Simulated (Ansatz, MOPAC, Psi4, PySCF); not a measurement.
System: dichloro-bis(sulfanyl)silane, SiH$_{2}$S$_{2}$Cl$_{2}$, net charge 0, singlet state. SMILES: S[Si](S)(Cl)Cl
Coordinates optimised at B3LYP-D3(BJ)/def2-TZVP (Ansatz, a quantum-chemistry and plane-wave program):
```xyz
7

S      1.8872     0.0742    -0.9528
Si    -0.0040     0.0035     0.0024
S     -1.1892    -1.4799    -0.9477
Cl     0.1202    -0.4107     2.0125
Cl    -0.7777     1.8926    -0.1880
H      2.1641    -1.2148    -0.6822
H     -2.0997    -1.5372     0.0415
```

Quantity: enthalpy of formation at 298 K, in kcal/mol. Conventions: spin-orbit terms left out; 6-311+G** with 5d, 6d on Na to Ar in Ansatz; LANL2DZ with its own core potentials from Na on; frozen cores in correlated levels; UHF or UKS for open shells; 6-31G* and kin with 6d, 5d where marked; non-relativistic; dispersion terms only where a functional's name holds one. Basis-set limits of correlation are two-point, X^-3; Hartree-Fock from the larger set (for Q and 5 zeta extrapolated as (X+1)exp(-9√X)). Ab initio and DFT rows: single points at B3LYP-D3(BJ) geometries (Ansatz), with unscaled harmonic terms from B3LYP/6-31G* (Ansatz) at its own minima, enthalpies of formation by atomisation with measured atoms. Semi-empirical rows: MOPAC heats of formation at their own minima for 298 K.

Coupled cluster (Ansatz) is a level with limits of its own, used here on species with T1 under 0.025 (0.045 for open shells) and stable references: CCSD(T)/CBS(cc-pV(Q+d)Z,cc-pV(5+d)Z).

Value to compare with, CCSD(T)/CBS(cc-pV(Q+d)Z,cc-pV(5+d)Z) (Ansatz): -115.6 kcal/mol.

```csv
level,program,enthalpy of formation at 298 K (kcal/mol),difference
AM1,MOPAC,-89.1,26.5
HF/LANL2DZ,Ansatz,173.6,289.2
HF/6-311+G**,Ansatz,60.9,176.5
PBE/STO-3G,Ansatz,-211.8,-96.2
PBE/6-311+G**,Ansatz,-93.2,22.4
B3LYP/STO-3G,Ansatz,-180.7,-65.1
M06-2X/6-31G* (5d),PySCF,-91.2,24.4
wB97X-D/6-31G*,Psi4,-88.1,27.5
MP2/6-31G*,Ansatz,-42.6,73.0
r2SCAN-D4/def2-TZVPD,Ansatz + dftd4,-117.0,-1.4
B3LYP/def2-TZVPD,Ansatz,-89.3,26.3
PBE0/def2-TZVPD,Ansatz,-106.0,9.6
```

Among the 9 habitual levels, HF/LANL2DZ lies farthest from CCSD(T)/CBS(cc-pV(Q+d)Z,cc-pV(5+d)Z) (Ansatz) (289.2 kcal/mol) and PBE/6-311+G** nearest (22.4); 7 of 9 lie above it, and their mean absolute difference is 89.0 kcal/mol, the median 65.1. One case shows no general order.

The levels are drawn from those run, B3LYP/6-31G* more often than the rest, none by its result; left out are runs that failed, that the program found above a lower state of the same kind, or whose <S^2> lies over 0.5 above the pure value.
